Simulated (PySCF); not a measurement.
# C₆ coefficients of unlike pairs at PBE

Calculated with PySCF 2.14 from the dipole response of each species, C₆(A,B) = (3/π) ∫ α_A(iu) α_B(iu) du, in atomic units, from isotropic polarisabilities. For ions this is the dispersion term alone; charge-induced terms of lower order in 1/R come first.

```csv
species,configuration,basis,relativity,α (bohr³),C₆ (like pair)
Ru³⁺,[Kr] 4d5 (6S),aug-cc-pwCVTZ-PP with ECP28MDF (8s8p7d4f3g),core potential,5.177,23.58
Bi⁺,[Xe] 4f14 5d10 6s2 6p2 (3P),def2-QZVPPD with the def2 core potential (60 electrons) (8s6p5d4f1g),core potential,28.04,260.5
N³⁺,[He] 2s2 (1S),aug-cc-pVTZ (5s4p3d2f),none,2.092,2.065
```

**Question.** Estimate C₆ for N³⁺ with Bi⁺.

**Answer.** The integral gives 23.00. The combination rule 2 C_A C_B / (C_A α_B/α_A + C_B α_A/α_B) gives 22.83 and the geometric mean 23.19.

No spin-orbit coupling is included, so Bi⁺, close to jj coupling, stand for model states.

The other pairs:

```tsv
pair	C₆
Bi⁺, Ru³⁺	72.50
N³⁺, Ru³⁺	6.666
```
